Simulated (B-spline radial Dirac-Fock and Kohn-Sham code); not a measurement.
**Width and fluorescence yield of the L3 (2p3/2) hole, Mg to Fe**

Level of theory: one-electron (LDA, Dirac) transition rates at Dirac-Fock energies; a radial atomic solver. Free neutral atoms. Recommended widths: Campbell and Papp (2001); yields: xraylib tables.

```csv
Z,element,Γ (eV),recommended Γ,ω,Coster-Kronig yield,tabulated ω
12,Mg,0.000147,0.0300,0.00982,0.000,–
13,Al,0.00589,0.0400,0.000488,0.000,–
14,Si,0.0190,0.0500,0.000262,0.000,–
15,P,0.0403,0.0700,0.000195,0.000,–
18,Ar,0.159,0.130,0.000146,0.000,–
19,K,0.188,0.180,0.000186,0.000,–
20,Ca,0.216,0.210,0.000238,0.000,–
21,Sc,0.236,0.230,0.000670,0.000,–
22,Ti,?,?,?,?,?
23,V,0.292,0.280,0.00205,0.000,–
24,Cr,0.332,0.320,0.00321,0.000,–
25,Mn,0.373,0.360,0.00402,0.000,0.00500
26,Fe,0.424,0.410,0.00519,0.000,0.00630
```

**Question.** What does the model give for Ti?

**Answer.** Γ = 0.261 eV, ω = 0.00128, Coster-Kronig yield 0.000; the recommended width is 0.250 eV.

Values without a named source are computed, but for edge energies of neutral atoms, which are taken from tables.
